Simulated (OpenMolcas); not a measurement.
# d9 ions of charge +2 down a group with 6 chloride ligands in octahedral coordination

| Property | Result |
| --- | --- |
| Program | OpenMolcas 26.06 |
| Method | SS-CASPT2, IPEA 0.25 Eh, imaginary shift 0.1 Eh |
| Spin-orbit coupling | RASSI with atomic mean-field integrals over the reference wave functions |

The d shell is active; CASPT2 correlates the ligand valence shells and the outer metal core. Anionic complexes are neutralised by point charges behind the ligands. Distances were set from a Shannon-type radius of the metal (high-spin where two are listed) plus a fixed donor radius (Cl 1.76 Å). Ligand basis ANO-RCC-VTZP, DKH2 Hamiltonian. States (labels of O, the rotations of Oh). Energies in cm-1 above the lowest state or level, χT in cm3 K/mol; 10Dq is the gap between the two states. Spin-only χT is S(S+1) / 2 for the spin of the ground state.

```
 Ion  Shell  R (Å)   Metal basis  Outer charge (e at Å behind ligand)  Ground state  First state of that spin  10Dq  First gap with spin-orbit (degeneracies)  χT at 300 K  Spin-only χT
Cu2+    3d9   2.49  ANO-RCC-VTZP                          0.67 at 2.6            2E                  2T2 4410  4414                               3800 (4, 2)        0.694         0.375
Ag2+    4d9    2.7  ANO-RCC-VTZP                          0.67 at 2.6            2E                  2T2 8650  8653                               7350 (4, 2)        0.639         0.375
```

|10Dq| changes by a factor of 8653 / 4414 = 1.96 from Cu2+ to Ag2+.

χT departs most from the spin-only value for Cu2+, by +0.319 cm3 K/mol.

Over all roots computed the reference weight is 0.63 in Cu2+, 0.63 in Ag2+; a low but even weight reflects the number of correlated electrons. An orbital doublet at a regular site is open to a Jahn-Teller distortion, which this geometry leaves out. Ligand-to-metal charge-transfer states are missing. Free-ion shares, where given, are those of the reference states; single-state CASPT2 does not remix them. A single d shell leaves out the double-shell effect, which counts most for late 3d ions, where the CASPT2 field can be off either way by tens of per cent (holds for Cu2+). With one d shell and no ligand orbital active, 10Dq can be off by tens of per cent for divalent 3d ions, low with halides held by bare charges and at times high in hosts, and the orbital part of g and χT goes as 1/10Dq (holds for Cu2+). With one d shell and no ligand orbital active, 10Dq can be off by a tenth or more (holds for Ag2+). No measured value stands beside these numbers; the geometry is a model, was not optimised and need not be the one that this ion takes.
